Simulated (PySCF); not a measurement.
**Spin-rotation constants: `CO[C@@H]1[C@@H](C)C[C@@H](C)[P@@H]1=S`, C7H15OPS**

Cartesian coordinates in Å; atom numbers follow the order of the lines, from 1:
```xyz
25

C     3.177   -0.538    0.353
O     2.126    0.339    0.679
C     0.981    0.113   -0.078
C    -0.038    1.240    0.128
C     0.362    2.495   -0.636
C    -1.399    0.687   -0.296
C    -1.620   -0.622    0.459
C    -2.715   -1.514   -0.106
P     0.042   -1.447    0.457
S     0.532   -2.426    2.046
H     3.979   -0.343    1.062
H     3.532   -0.359   -0.670
H     2.855   -1.583    0.442
H     1.233    0.018   -1.150
H    -0.053    1.461    1.201
H    -0.340    3.300   -0.435
H     1.354    2.814   -0.328
H     0.373    2.303   -1.708
H    -1.394    0.496   -1.373
H    -2.193    1.404   -0.081
H    -1.834   -0.406    1.515
H    -2.763   -2.446    0.456
H    -3.682   -1.020   -0.039
H    -2.518   -1.751   -1.150
H    -0.008   -2.190   -0.737
```

Method: GIAO KT3/pcSseg-1 magnetisability, rotational g tensor and spin-rotation constants, non-relativistic, gas phase in PySCF. Geometry: GFN2-xTB.

Task: Give the nuclear spin-rotation constants along the inertial axes (H = +C I·J) beside the isotropic shieldings.

Result: Rotational constants 1.0489, 0.9863, 0.5591 GHz. A star marks the isotopologue with that one atom substituted, in its own axes.
```tsv
atom	isotope	Caa (kHz)	Cbb (kHz)	Ccc (kHz)	mean (kHz)	σ (ppm)
P9	31P	1.624	1.439	0.979	1.347	319.3
H11	1H	-0.103	0.005	-0.031	-0.043	27.9
H12	1H	-0.059	-0.095	-0.004	-0.052	28.6
H13	1H	0.036	-0.078	-0.052	-0.031	27.4
H14	1H	-0.095	-0.106	0.017	-0.061	28.7
H15	1H	-0.115	-0.107	0.021	-0.067	29.7
H16	1H	-0.095	-0.035	-0.039	-0.056	30.6
H17	1H	-0.074	-0.011	-0.059	-0.048	30.1
H18	1H	-0.106	-0.113	0.004	-0.072	31.2
H19	1H	-0.118	-0.104	0.006	-0.072	31.0
H20	1H	-0.107	-0.014	-0.039	-0.053	29.8
H21	1H	-0.120	-0.106	0.018	-0.069	29.9
H22	1H	0.021	-0.090	-0.062	-0.044	29.8
H23	1H	-0.115	0.012	-0.054	-0.052	30.3
H24	1H	-0.115	-0.108	0.008	-0.072	31.0
H25	1H	-0.086	-0.083	0.034	-0.045	25.0
C1	13C*	0.257	0.169	0.117	0.181	124.1
O2	17O*	-0.100	-0.104	-0.044	-0.083	283.7
C3	13C*	0.287	0.221	0.152	0.220	93.7
C4	13C*	0.207	0.169	0.109	0.162	139.0
C5	13C*	0.138	0.166	0.084	0.129	163.6
C6	13C*	0.164	0.181	0.112	0.152	144.1
C7	13C*	0.222	0.175	0.108	0.168	134.8
C8	13C*	0.151	0.154	0.078	0.128	165.6
S10	33S*	0.179	0.110	0.070	0.120	762.1
```
For the geometry as given, no vibrational averaging.
